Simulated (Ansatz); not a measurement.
Ansatz (a quantum-chemistry and plane-wave program) input (B3LYP/LANL2DZ): The .json file is the Basis Set Exchange's LANL2DZ.

Ansatz 0.2 input:
```yaml
crystal:
  periodic: [false, false, false]
  atoms:
    - {symbol: Rb, position_ang: [-0.00000000, -0.00000000, -2.05688587]}
    - {symbol: I, position_ang: [0.00000000, 0.00000000, 1.43593919]}
basis:
  gaussian:
    orbitals: LANL2DZ.json
hamiltonian:
  xc: {name: B3LYP}
total_charge: -1
magnetization: {spin_polarized: true, initial_magnetization: 1}
output: {forces: true}
```

Output:

```
WARN ansatz: RAYON_NUM_THREADS=1 ignored (pool sized by the plan → 1); use --threads N
Functional definition: B3LYP
integrals: 0.01 GiB planned
297 factors; integrals over basis functions are off by at most 2.1e-4 eV
mean field: 0.11 GiB planned
mean field evaluation 1: about -960.8381 eV, gradient 9.4e0 eV
mean field evaluation 2: about -961.8154 eV, gradient 7.0e0 eV
mean field evaluation 4: about -962.3903 eV, gradient 8.0e-2 eV
mean field evaluation 8: about -962.4171 eV, gradient 2.7e-3 eV
mean field evaluation 16: about -961.2801 eV, gradient 9.3e-1 eV
mean field -962.41711433 eV, -35.3681766017 hartree, gradient 3.3e-5 eV, S^2 0.750142; 1 other end points of the search recorded, 0 dependent functions left out
the calculation of the forces begins
reference -962.41732472 eV, -35.3681843335 hartree; 9, 8 occupied and 11, 12 virtual orbitals, 297 factors
Total energy: -962.41732472 eV, -35.3681843335 hartree
Atom 0 at    -0.000000    -0.000000    -2.056886 Å, force    -0.000000    -0.000000    -0.218527 eV/Å
Atom 1 at     0.000000     0.000000     1.435939 Å, force     0.000000     0.000000     0.218527 eV/Å
Dipole moment:    -0.000000    -0.000000     0.351567 e Å
```

The dipole moment of an ion depends on the origin.
